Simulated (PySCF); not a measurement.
**As³⁺: a base run and its variants**

Base input, run as `OMP_NUM_THREADS=1 python input.py` with PySCF 2.14:

```python
from pyscf import gto, scf, cc

mol = gto.M(
    atom='As 0 0 0',
    basis='jorge-dzp-dkh',
    charge=3,
    spin=0,
    symmetry=True,
    verbose=4,
)
mf = scf.RHF(mol)
mf = mf.sfx2c1e()
mf.kernel()
mycc = cc.CCSD(mf, frozen=9)
mycc.kernel()
mycc.ccsd_t()
mf.dip_moment()
print('orbital energies (hartree):', mf.mo_energy[..., max(0, mol.nelec[1]-3):mol.nelec[0]+3].round(4))
```

Base result: E(SCF) = -2256.899782 Eh, 7 cycles, E(CCSD) − E(SCF) = -0.29594 Eh, (T) = -0.00351 Eh. 

Hardware: Arm Neoverse V1, 1 thread, shared host. Wall time 1.3 s, peak memory 0.13 GiB.

Each row names what differs from the base; energies in brackets are changes from the base.

| change | result |
| --- | --- |
| basis set: jorge-dzp-dkh → minao; spin-free X2C: on → off | E(SCF) = -2232.158107 Eh, 4 cycles, E(CCSD) − E(SCF) = -0.02515 Eh |
| basis set: jorge-dzp-dkh → cc-pcvdz; spin-free X2C: on → off | E(SCF) = -2232.151063 Eh, 7 cycles, E(CCSD) − E(SCF) = -0.34829 Eh, (T) = -0.00224 Eh |
| spin-free X2C: on → off [unsound on purpose] | E(SCF) = -2226.399058 Eh, 7 cycles, E(CCSD) − E(SCF) = -0.29483 Eh, (T) = -0.00350 Eh |
| basis set: jorge-dzp-dkh → x2c-tzvpall | E(SCF) = -2257.010625 Eh (-3.0162 eV), 7 cycles, E(CCSD) − E(SCF) = -0.15001 Eh, (T) = -0.00313 Eh |
| step after the SCF: ccsd(t) → eomip; number of roots: default → 6 | E(SCF) = -2256.899782 Eh (+0.0000 eV), 7 cycles, E(CCSD) − E(SCF) = -0.29594 Eh, ionisation roots 49.184, 61.836, 61.836, 61.836, 82.215, 87.165 eV |
| DIIS space: default → off | E(SCF) = -2256.899782 Eh (+0.0000 eV), 17 cycles, E(CCSD) − E(SCF) = -0.29594 Eh, (T) = -0.00351 Eh |
| functional: none (Hartree–Fock) → olyp; SCF type: RHF → RKS; step after the SCF: ccsd(t) → analyze | E(SCF) = -2259.184601 Eh, 6 cycles |
| basis set: jorge-dzp-dkh → sbkjc; core potential: off → on; spin-free X2C: on → off; frozen orbitals: 9 → 0 | E(SCF) = -3.996546 Eh, 4 cycles, E(CCSD) − E(SCF) = -0.03629 Eh, (T) = 0.00000 Eh |
| density fitting: none → weigend [this fitting set is unfit for the basis or for exact exchange; a fit set errs by some meV] | E(SCF) = -2233.864838 Eh, 7 cycles, E(CCSD) − E(SCF) = -0.30698 Eh, (T) = -0.00426 Eh |
| basis set: jorge-dzp-dkh → cc-pvtz-f13 [unsound on purpose] | stops with BasisNotFoundError (cc-pvtz-f13) |
| PCM solvent, dielectric constant: none → 2.27; step after the SCF: ccsd(t) → analyze | E(SCF) = -2257.500055 Eh (-16.3343 eV), 7 cycles |
| step after the SCF: ccsd(t) → mp2 | E(SCF) = -2256.899782 Eh (+0.0000 eV), 7 cycles, E(MP2) − E(SCF) = -0.29711 Eh |
| functional: none (Hartree–Fock) → 0.5*hf+0.5*b88,lyp; SCF type: RHF → RKS; step after the SCF: ccsd(t) → analyze | E(SCF) = -2258.516059 Eh, 6 cycles |
| step after the SCF: ccsd(t) → eomea; frozen orbitals: 9 → 0; number of roots: default → 4 [positive roots are unbound] | E(SCF) = -2256.899782 Eh (+0.0000 eV), 7 cycles, E(CCSD) − E(SCF) = -0.56832 Eh, attachment roots -27.227, -27.227, -27.227, -15.058 eV |
| step after the SCF: ccsd(t) → cisd | E(SCF) = -2256.899782 Eh (+0.0000 eV), 7 cycles, E(CISD) − E(SCF) = -0.28538 Eh |
| PCM solvent, dielectric constant: none → 78.36; step after the SCF: ccsd(t) → analyze | E(SCF) = -2257.959019 Eh (-28.8233 eV), 7 cycles |
| spin (2S): 0 → 1 [unsound on purpose] [runs as restricted open-shell] | stops with RuntimeError (Electron number 30 and spin 1 are not consistent) |
| PCM solvent, dielectric constant: none → 32.6; step after the SCF: ccsd(t) → analyze | E(SCF) = -2257.939800 Eh (-28.3003 eV), 7 cycles |
| basis set: jorge-dzp-dkh → 6-311g**; spin-free X2C: on → off | E(SCF) = -2232.134988 Eh, 7 cycles, E(CCSD) − E(SCF) = -0.16429 Eh, (T) = -0.00281 Eh |
| charge: 3 → 4; spin (2S): 0 → 1; SCF type: RHF → UHF [another spin of the ion may lie lower] | E(SCF) = -2255.143421 Eh (+47.7930 eV), 8 cycles, E(CCSD) − E(SCF) = -0.24480 Eh, (T) = -0.00232 Eh, ⟨S²⟩ = 0.750 |

Q: Order these changes by how far they move the SCF energy from the base, largest first: (1) PCM solvent, dielectric constant: none → 2.27; step after the SCF: ccsd(t) → analyze; (2) PCM solvent, dielectric constant: none → 32.6; step after the SCF: ccsd(t) → analyze; (3) PCM solvent, dielectric constant: none → 78.36; step after the SCF: ccsd(t) → analyze.

A: (3) -28.8233 eV, (2) -28.3003 eV, (1) -16.3343 eV.
